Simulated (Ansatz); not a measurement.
## A geometry optimisation of F2H5Si3+ with B3LYP-D3(BJ)/def2-SVP

The starting geometry of this gas-phase singlet was optimised with GFN2-xTB; its bonds are those of `F[SiH](F)[SiH2][SiH2+]`.

```xyz
10

F     1.6104   -1.1013   -1.3071
F     0.8358    1.1930   -1.7079
Si    0.5542   -0.0552   -0.7384
Si    1.5769    0.7417    1.2217
Si    3.2430    2.2312    0.4004
H    -0.7868   -0.5438   -0.9121
H     0.7451    1.5932    2.0911
H     2.3329   -0.2245    2.0384
H     3.1527    3.6836    0.1956
H     4.5715    1.9141   -0.1420
```

Problem. Predict what becomes of its bonds when it is optimised with B3LYP-D3(BJ)/def2-SVP.

Solution. A new bond forms, giving a structure with F2 bridging Si3 and Si5, given below by its coordinates. Distances that change by over a tenth: F2–Si3 (1.61 → 1.83 Å). Contacts that close: F2–Si5 (3.36 → 1.85 Å).

The energy falls by 1.00 eV over 17 steps:

```
step  E − E(last) (eV)
   1             0.998
   3             0.721
   5             0.520
   6             0.342
   8             0.048
  10             0.009
  12             0.002
  13             0.001
  15             0.000
  17             0.000
```

Final geometry (Å):

```xyz
10

F     1.5083   -1.2998   -1.1912
F     1.8088    1.3213   -1.3232
Si    0.7925   -0.0050   -0.5863
Si    1.6537    0.7001    1.4985
Si    2.8290    2.1090    0.0021
H    -0.5299    0.2349   -1.1893
H     0.6573    1.4179    2.3271
H     2.4706   -0.3385    2.1658
H     2.4447    3.5283   -0.1397
H     4.2005    1.7638   -0.4242
```

Frequencies at the end are all real (lowest 72 cm⁻¹). Run with Ansatz 0.2.0, 53 s on 2 threads of Intel(R) Xeon(R) Platinum 8259CL CPU @ 2.50GHz (Skylake/Cascade Lake), with other jobs on the host.
